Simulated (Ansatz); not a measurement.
InO₃H₃⁺. Charge 1, multiplicity 2. Geometry PBE0-D4/def2-SVP; atoms count from 1.

| atom | x (Å) | y (Å) | z (Å) |
| --- | --- | --- | --- |
| In1 | -0.195 | 0.160 | -0.424 |
| O2 | 0.803 | 1.811 | -0.444 |
| O3 | -1.154 | -1.514 | -0.501 |
| O4 | 0.404 | -0.276 | 1.779 |
| H5 | 1.111 | -0.864 | 2.133 |
| H6 | 0.730 | 2.342 | -1.253 |
| H7 | -1.700 | -1.658 | -1.290 |

In the def2 sets In takes a core potential; there is no spin–orbit coupling. The structure comes from a short search, and lower isomers may exist.

Problem. Estimate the Mulliken populations from the PBE0/def2-TZVP orbitals of Ansatz.

Solution. 
```json
{"atom": "In1", "charge (e)": "1.13", "spin (α − β)": "-0.01"}
{"atom": "O2", "charge (e)": "-0.51", "spin (α − β)": "0.00"}
{"atom": "O3", "charge (e)": "-0.52", "spin (α − β)": "0.00"}
{"atom": "O4", "charge (e)": "-0.23", "spin (α − β)": "1.04"}
{"atom": "H5", "charge (e)": "0.40", "spin (α − β)": "-0.02"}
{"atom": "H6", "charge (e)": "0.36", "spin (α − β)": "0.00"}
{"atom": "H7", "charge (e)": "0.36", "spin (α − β)": "0.00"}
```
Mulliken values and Mayer orders depend strongly on the basis.

Problem. Where does the spin sit?

Solution. Summed by element: In -0.01, O 1.03, H -0.02, of 1 unpaired in all. Largest on single atoms: O4 1.04, H5 -0.02, In1 -0.01.

Problem. And the Mayer bond orders between bonded heavy atoms (over 0.3)?

Solution. In1–O2 1.19 (1.93 Å); In1–O3 1.19 (1.93 Å).
